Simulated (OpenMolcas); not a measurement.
**Tb2+: CASPT2 settings compared**

```yaml
Program: OpenMolcas
Basis: ANO-RCC-VDZP [7s6p4d2f1g]
Scalar_Hamiltonian: DKH2, point nucleus
Active_space: 9 electrons in 7 orbitals (4f)
State_averaging: 2S+1 = 6 odd, 21 roots (18 in the spin-orbit step); 2S+1 = 4 odd, 115 roots kept (CI in the orbitals of an earlier block, 39 in the spin-orbit step); 2S+1 = 2 odd, 107 roots kept (CI in the orbitals of an earlier block, 0 in the spin-orbit step)
Spin-orbit_coupling: RASSI with atomic mean-field integrals over the reference wave functions, term energies averaged over their components
```

Methods on the same reference wave functions:
A. CASSCF
B. SS-CASPT2, IPEA 0.1 Eh, imaginary shift 0.3 Eh (closed shells correlated: 5s 5p)
C. SS-CASPT2, IPEA 0.15 Eh, imaginary shift 0.25 Eh (closed shells correlated: 5s 5p)
D. SS-CASPT2, IPEA 0.3 Eh, sigma1 regulariser 0.4 Eh (closed shells correlated: 4d 5s 5p)

Energies in cm⁻¹ above 4f⁹ ⁶H°_15/2, the measured ground level; measured values from Martin, Zalubas and Hagan, Atomic Energy Levels: The Rare-Earth Elements, NSRDS-NBS 60 (1978).

```csv
Level,A,B,C,D,Measured
4f⁹ ⁶H°_15/2,0.0,0.0,0.0,0.0,0.0
4f⁹ ⁶H°_13/2,2948,2960,2960,2970,2805
4f⁹ ⁶H°_11/2,5389,5420,5410,5420,4735
4f⁹ ⁶H°_9/2,7360,7390,7390,7400,6258
4f⁹ ⁶H°_7/2,8901,8940,8930,8940,7422
4f⁹ ⁶F°_11/2,9503,7670,7720,7590,6470
4f⁹ ⁶H°_5/2,10053,10090,10080,10090,8286
4f⁹ ⁶F°_9/2,10415,8590,8650,8520,7622
4f⁹ ⁶F°_7/2,11968,10140,10200,10070,
4f⁹ ⁶F°_5/2,13421,11590,11640,11510,10220
4f⁹ ⁶F°_3/2,14553,12720,12770,12640,
4f⁹ ⁶F°_1/2,15262,13430,13480,13350,
```

Deviations, from unrounded energies. A percentage is the sum of absolute deviations over the sum of measured energies, with the sign that they share, or ± where signs differ.

```tsv
Against measurement	Levels	A	B	C	D
mean absolute deviation (cm-1)	8	1800	1100	1100	1100
fine structure of the ground term (%)	5	+17.4	+17.9	+17.9	+18.0
other terms of the ground configuration (%)	3	+37.1	+14.6	+15.2	+13.6
```

B, C, D lie about equally close to measurement and A furthest from it. The largest miss of D in the table is 4f⁹ ⁶H°_5/2, by +1800 cm-1. The ranking rests on the paired levels alone, and a cruder setting can come out closer through cancelling errors.

Among B to D the level of the table that moves most is 4f⁹ ⁶F°_9/2, by 130 cm-1 (lowest in D, highest in C). Moves below CASPT2's spread within the term are not significant.

The mean deviations of B to D differ by less than CASPT2's widest spread within a term (95 cm-1), so their order carries little weight.

The lowest spin-free term lies below A's lowest term by 0.647 hartree in B, 0.644 hartree in C, 0.957 hartree in D.

CASPT2 breaks the degeneracy within a term, and the mean is taken; among the terms shown or strongly mixed into the levels shown the widest spread is 95 cm-1 (4f⁹ ⁶H°, D). High states are left out of the spin-orbit mixing, which shifts the levels that they would mix with. Without dynamic correlation excited terms often stand tens of per cent too high (terms of higher spin than the ground term too low), and those without a measured partner can miss by more than the paired ones (holds for A). Some terms miss by over 15 % even with CASPT2, which points to a basis or an active space too small for the shells correlated (holds for B; C; D). Computed and measured levels are paired by configuration, term and J; levels that our copy of the source lacks, or whose pairing is in doubt (as where it misses far off the trend of its configuration), stay unpaired and out of the deviations. Levels of configurations outside the active space are missing. Levels that lie high or do not pair safely by name in every column are left out.

° marks odd parity.
